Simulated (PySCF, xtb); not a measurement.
SnCl, SMILES [Cl][Sn+] (connectivity only; charge and spin as stated), charge +1, multiplicity 1.

Harmonic wavenumbers (cm⁻¹) from GFN2-xTB (xtb) at its own minimum, in rising order: 366.

Problem. What does B3LYP-D3(BJ)/def2-TZVP (PySCF 2.14.0) give at its own minimum? (An estimate is asked for; the answer gives what the named calculation found.)

Solution. 415. Paired by order, the mean absolute difference is 49 cm⁻¹ and the zero-point energies are 0.5 and 0.6 kcal/mol.
